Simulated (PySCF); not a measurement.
PySCF 2.14 output of a UHF calculation on a single atom or ion in aug-cc-pCVTZ-DK with one added diffuse shell each of s, p, d, f type (8s7p5d3f, 75 functions), with the spin-free X2C one-electron Hamiltonian (Gaussian nucleus):

```
SCF conv_tol = 1e-09
number electrons alpha = 6  beta = 3
cycle= 1 E= -98.8539593576829  delta_E= -0.00491  |g|= 0.0314  |ddm|= 0.036
cycle= 2 E= -98.8542067178179  delta_E= -0.000247  |g|= 0.00733  |ddm|= 0.00887
cycle= 3 E= -98.8542228363418  delta_E= -1.61e-05  |g|= 0.000322  |ddm|= 0.00319
cycle= 4 E= -98.8542229029211  delta_E= -6.66e-08  |g|= 9.78e-05  |ddm|= 0.000467
cycle= 5 E= -98.8542229095425  delta_E= -6.62e-09  |g|= 2.7e-05  |ddm|= 0.000224
cycle= 6 E= -98.8542229099553  delta_E= -4.13e-10  |g|= 2.73e-06  |ddm|= 6.95e-05
converged SCF energy = -98.8542229099553  <S^2> = 3.7552567  2S+1 = 4.0026275
```

The run itself started from symmetry-adapted Hartree-Fock orbitals and held the occupation by maximum overlap, so the iterations belong to that start.

Question: Which element, charge and spin multiplicity is this?

Answer: F (fluorine, neutral), multiplicity 4; the state was [He] 2s2 2p4 3d1, one real determinant (an excited configuration).

⟨L²⟩ = 8.01 against 12 for a pure F term, so this real determinant mixes terms. The outer electron is Rydberg-like, and this basis confines it to a smaller radius and binds it less than a complete one would. At UHF the highest occupied level has a positive energy, so only the finite basis holds that electron; for this excited configuration the basis is too tight for the outer shell.
